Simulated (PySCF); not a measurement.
## Continuum solvent and chemical shifts

Bonds (- single, = double, # triple, : aromatic): O1#C2 1.127 Å, C2-C3 1.383 Å, C3:C4 1.420 Å, C4:C5 1.382 Å, C5:C6 1.401 Å, C6:C7 1.401 Å, C7:C8 1.382 Å, C8:C3 1.420 Å. C4 carries H9; C5 carries H10; C6 carries H11; C7 carries H12; C8 carries H13. Formal charges: O1 +1.

Total charge +1.

GIAO PBE0/pcSseg-1 in PySCF 2.14.0 with density-fitted response routines on one PBE0-D3(BJ)/def2-SVP conformer, non-relativistic, equivalent nuclei averaged. Solvents enter as an IEF-PCM continuum (dichloromethane with ε = 8.9, water with ε = 78.4) around the gas-phase geometry. Shifts are referred to TMS computed in the same medium.

Gas phase, δ in ppm: C2 167.9, C6 160.8, C4/C8 149.1, C5/C7 140.4, C3 83.0, H11 9.14, H9/H13 8.85, H10/H12 8.58. Dipole moment 0.09 D.

Q: How does each δ change in the continuum?

A: 
| atoms | environment | Δδ, dichloromethane | Δδ, water |
| --- | --- | --- | --- |
| C2 | acylium carbon | +1.4 | +1.6 |
| C6 | aromatic CH | -0.5 | -0.8 |
| C4/C8 | aromatic CH | +3.2 | +3.9 |
| C5/C7 | aromatic CH | -0.4 | -0.6 |
| C3 | substituted aromatic carbon | +3.4 | +4.1 |
| H11 | hydrogen on an aromatic CH | -0.12 | -0.14 |
| H9/H13 | hydrogen on an aromatic CH | +0.23 | +0.28 |
| H10/H12 | hydrogen on an aromatic CH | -0.08 | -0.10 |

Changes are relative to the gas phase. The dipole moment becomes 0.39 D in dichloromethane, 0.52 D in water.

Q: Which nuclei move most (in ppm), and what does the model miss?

A: C3 (substituted aromatic carbon, +4.1 ppm) in water. A continuum only polarises the solute; specific hydrogen bonds, the anisotropy of aromatic solvents and changes of geometry or conformer are outside it, as are counter-ions.
